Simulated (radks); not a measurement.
Values are calculated unless marked as measured or tabulated.
Ionisation of the dysprosium ion Dy15+, [Kr] 4d10 4f5, to Dy16+, [Kr] 4d10 4f4, under several functionals. Dirac Kohn-Sham, spin-unpolarised, spherical densities, finite nucleus; open shells are shared between the two j in proportion to 2j + 1; a radial shooting solver on a logarithmic mesh with Libxc functionals. Known Delta-SCF values: PBEsol 321.34 eV; LDA (Slater exchange, Perdew-Wang correlation) 321.77 eV. What does LDA (Slater exchange, Perdew-Zunger correlation) give, and what is its highest occupied eigenvalue?

Answer. 321.76 eV by Delta-SCF; the 4f7/2 eigenvalue is -304.12 eV. NIST: 332 eV (theoretical).

Beside tabulated values, note that spin-unpolarised runs miss the spin-polarisation part of the exchange energy of open shells.
